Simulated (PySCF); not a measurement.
CrH₂ to CrH₄: adding ligands

Level: PBE0 in the def2-TZVP basis family, all electrons, no relativity, computed in PySCF with density fitting; open shells unrestricted.

Each entry is the lowest minimum that a search over a few typed start shapes (and spin states, where more than one is plausible) found, or that minimum re-optimised at the stated level; isomers with ligand–ligand bonds, or fragments after loss of a ligand pair, can lie lower.

```
molecule  2S+1  point group  mean bond to Cr (Å)  highest ω (cm⁻¹)  lowest ω (cm⁻¹)  polar-tensor charge of Cr  dipole (D)
    CrH₂     5          C2v                1.648              1680              604                       0.78        3.51
    CrH₃     4          C3v                1.616              1739              458                       0.94        2.94
    CrH₄     3           Td                1.593              1804              515                       1.06        0.00
```

The bond shortens at every step; the largest change, -0.032 Å, falls between CrH₂ and CrH₃ among the members listed.

The shape changes along the series: C2v for CrH₂; C3v for CrH₃; Td for CrH₄.

Some spin contamination in CrH₂, CrH₃, CrH₄.

Left out of the table are members whose search was unfinished or whose lowest solution was spin-contaminated, unstable, very soft or bonded differently.

Open d and f shells are single-determinant solutions and may miss the true ground state.
